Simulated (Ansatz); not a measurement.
Ansatz (a program for electronic structure) input:
A basis named .json is the Basis Set Exchange file of that set.

Ansatz 0.2 input:
```yaml
crystal:
  periodic: [false, false, false]
  atoms:
    - {symbol: F, position_ang: [-1.81251976, -1.50158182, 0.52213575]}
    - {symbol: Si, position_ang: [-1.42748204, -0.02267086, 0.01316959]}
    - {symbol: Si, position_ang: [0.90169869, 0.05596914, -0.33182824]}
    - {symbol: F, position_ang: [1.25242363, 1.49625330, -0.93452691]}
    - {symbol: F, position_ang: [1.65904307, -0.07125776, 1.06937561]}
    - {symbol: H, position_ang: [-1.85076871, 0.95389250, 1.04005486]}
    - {symbol: H, position_ang: [-2.14894737, 0.23020594, -1.25409471]}
    - {symbol: H, position_ang: [1.47016041, -0.96099802, -1.23759888]}
basis:
  gaussian:
    orbitals: cc-pV_Q+d_Z.json
    fitting: {mean_field: def2-universal-jkfit, correlation: cc-pVQZ-RIFIT.json}
magnetization: {spin_polarized: false}
correlation: {method: mp2, electrons: outside_noble_gas}
```

Q: What final total energy does it print?

A: -879.39080 Eh (RI-MP2/cc-pV(Q+d)Z). The basis has 383 functions.
